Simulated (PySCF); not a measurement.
## Spinor energies of Ho⁶⁵⁺ (holmium, charge +65)

Start: 1s2. Calculated with PySCF 2.14 in an even-tempered Gaussian basis (16 s from 21 bohr⁻², ratio 2.6; 13 p from 28 bohr⁻², ratio 2.6; 6 d from 28 bohr⁻², ratio 2.8; 3 f from 1200 bohr⁻², ratio 2.8): generalised Hartree-Fock with the X2C-1e Hamiltonian and a Gaussian nucleus; spin-orbit coupling (SO) screened by Boettger's factors.

| spinor shell | electrons | ε, screened SO (eV) | weight of nominal j (screened SO) | rms radius, screened SO (bohr) |
| --- | --- | --- | --- | --- |
| 1s1/2 | 2 | -63917.1 | 1.000 | 0.0234 |

```
   quantity  screened SO
E (hartree)  -4745.86706
        M_J            0
       ⟨J²⟩        0.000
       ⟨L²⟩        0.000
       ⟨S²⟩        0.000
```

Breit and QED terms are absent; they matter most for the inner s and p1/2 levels.

Densities and radii are taken from the X2C orbitals without a picture-change correction, which distorts them close to the nucleus.
